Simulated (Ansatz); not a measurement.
Saddle point of C2H8Ge, closed shell (C₂H₈Ge ([CH3][GeH2][CH3]) → CH₄Ge ([CH2][GeH2]) + CH₄; bonds formed: C2–H4; bonds broken: Ge1–C2, C3–H4), PBE0-D4/def2-TZVP structure:

```
11
angstrom
Ge -0.3555 -0.5854 -0.8209
C 0.9480 1.0424 0.1224
C -1.1040 -0.9690 0.8413
H 0.0436 0.2341 0.7151
H -1.0013 0.3518 -1.8617
H 0.8339 -1.3485 -1.4406
H 0.5254 1.9959 0.4450
H 1.8224 0.7735 0.7176
H 1.2894 1.1773 -0.9135
H -0.8404 -1.9401 1.2554
H -2.1614 -0.7319 0.9398
```

Energies are electronic, without zero-point energy. Barriers and step energies count from the start structure reached by relaxing down the imaginary mode; all methods use the PBE0-D4 structures, on which another method's saddle can fall below an end. Computed with Ansatz 0.2.0 (basis: def2-TZVPP, with def2-QZVPP for the basis limit); correlated methods freeze the cores. Filled d shells of the heavier atoms are correlated. The def2 sets are not built for correlating such inner shells, so the correlated values are less sure here. B3LYP uses VWN-RPA correlation. Extrapolation: Hartree–Fock as exp(−7.88 √X), correlation as X^−2.97.

| method | barrier (kJ/mol) | step energy (kJ/mol) |
| --- | --- | --- |
| SPW92 | 365.3 | 206.9 |
| PBE-D4 | 377.8 | 186.5 |
| BLYP-D4 | 387.6 | 169.3 |
| r2SCAN-D4 | 398.5 | 197.2 |
| B97M-V | 406.0 | 193.4 |
| PBE0-D4 | 404.3 | 204.9 |
| B3LYP-D4 | 409.0 | 186.0 |
| r2SCAN0-D4 | 415.7 | 209.6 |
| BHLYP-D4 | 438.8 | 205.1 |
| CAM-B3LYP-D4 | 423.5 | 199.3 |
| wB97X-V | 426.9 | 211.0 |
| wB97M-V | ? | 201.9 |
| B2PLYP | 417.2 | 188.0 |
| PBE-QIDH | ? | 213.5 |
| RPA on PBE | 418.5 | 187.8 |
| HF | ? | 207.1 |
| MP2 | 420.0 | 201.2 |
| CCSD | 435.9 | 199.2 |
| CCSD(T) | 423.2 | 193.2 |

(1) Fill in the withheld barriers. (An estimate is asked for; the value comes from the calculation.)

T1 diagnostic: at most 0.013. The restricted Hartree–Fock reference is unstable towards an unrestricted one at one or more of these structures. A large double-excitation amplitude points to some diradical character; no triplet was computed.

Results:

(1) By the calculation: HF 481.9; PBE-QIDH 423.3; wB97M-V 416.8 kJ/mol. Each is the energy of the saddle less that of the start structure, by the same method.

For comparison, the barrier by CCSD(T) at an estimated basis limit (MP2 extrapolated from triple and quadruple zeta, plus CCSD(T) − MP2 in triple zeta) is 416.6 kJ/mol.

Labels in which every atom is bracketed show which atoms are joined, not bond orders.

For scale, one of the runs: CCSD(T)/def2-TZVPP, 222 basis functions, launched by `ansatz run in.yaml --threads 4 --pin off --events-out ev --progress --plain --max-ram 9574MiB`. Time: 96 s of wall clock on 4 CPU threads of an Arm Neoverse V2; the host was shared. Peak host memory: 3.5 GiB.
